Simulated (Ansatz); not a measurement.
Species: KO, net charge 0, doublet state. 
Coordinates optimised at B3LYP-D3(BJ)/def2-TZVP (Ansatz, an electronic-structure program):
```
K
O 1 2.2026
```
Charge 0, spin multiplicity 2.

Parts of the frozen-core correlation energy in def2-SVP (Ansatz, hartree). Frozen orbitals: 10; correlated occupied orbitals by spin: 4 and 3; virtual: 24 and 25. Open shells are spin-unrestricted. No spin-orbit coupling. No relativistic terms.

```tsv
term	value
reference (HF)	-673.82532
MP2 opposite-spin	-0.11264
MP2 same-spin	-0.03926
CCSD correlation	-0.16278
(T)	-0.00235
CCSDT minus CCSD(T)	-0.00032
CCSDT(Q) minus CCSD(T)	-0.00073
T1 diagnostic	0.021
largest doubles amplitude	0.046
<S^2> of the reference	0.759
```
